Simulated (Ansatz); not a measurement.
Basis-set extrapolation for BH7O2Si2 (PBE0-D4/def2-TZVP geometry, frozen core, the Gaussian-basis code of Ansatz). Multiplicity 1, RHF reference.

|  | def2-TZVPP | def2-QZVPP |
| --- | --- | --- |
| HF | -756.499503 | -756.526092 |
| MP2 correlation | -0.852755 | -0.917607 |
| CCSD(T) correlation | -0.932074 | not run |

Energies in hartree. Use E(X) = E(∞) + A·exp(−7.88·√X) for Hartree–Fock and E(X) = E(∞) + B·X^(−2.97) for correlation, with X = 3 and 4, and add CCSD(T) minus MP2 of the smaller set to the MP2 limit.

What is the CCSD(T) energy at the basis-set limit?

HF limit: -756.526092 + (-0.026589) × 0.13774 = -756.52975. MP2 limit: -0.917607 + (-0.064852) × 0.74074 = -0.96565. Higher-order term: -0.932074 − (-0.852755) = -0.07932. Total: -757.57472 hartree, 375.8 kJ/mol below CCSD(T)/def2-TZVPP.
